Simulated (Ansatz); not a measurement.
Reaction 8 R1 + R2 → P1 + 6 P2, each structure at its B3LYP-D3(BJ)/def2-TZVP stationary point, reached from a drawn start (curvature not checked).
R1: H atom, charge 0, multiplicity 2.
P1: H2S (SMILES S), charge 0, multiplicity 1.
P2: HF (SMILES F), charge 0, multiplicity 1.
R2: F6S (SMILES F[S](F)(F)(F)(F)F), charge 0, multiplicity 1.

P less R. No zero-point or thermal terms.

Frozen-core correlation throughout.

Run with Ansatz (Gaussian basis) for Hartree–Fock, density functionals and correlated methods. No computed number here is a measurement.

Total energies in hartree:

```csv
structure,PBE/def2-TZVPP,r2SCAN/def2-TZVPP,CCSD(T)/cc-pV(T+d)Z
R1,-0.499616,-0.499927,-0.499810
P1,-399.227845,-399.374160,-398.938156
P2,-100.393473,-100.446638,-100.338298
R2,-996.766054,-997.229990,-996.098050
```

Work out the reaction energy at each level in kcal/mol (1 hartree = 627.50947 kcal/mol), and say how far PBE/def2-TZVPP lies from CCSD(T)/cc-pV(T+d)Z.


- PBE/def2-TZVPP: 6 × (-100.393473) + (-399.227845) − (-996.766054) − 8 × (-0.499616) = -0.825701 hartree = -518.14 kcal/mol
- r2SCAN/def2-TZVPP: 6 × (-100.446638) + (-399.374160) − (-997.229990) − 8 × (-0.499927) = -0.824582 hartree = -517.43 kcal/mol
- CCSD(T)/cc-pV(T+d)Z: 6 × (-100.338298) + (-398.938156) − (-996.098050) − 8 × (-0.499810) = -0.871414 hartree = -546.82 kcal/mol
PBE/def2-TZVPP less CCSD(T)/cc-pV(T+d)Z: 28.68 kcal/mol. CCSD(T)/cc-pV(T+d)Z is the level counted from, the highest shown, and no exact or measured value.

Ansatz is an electronic-structure program.
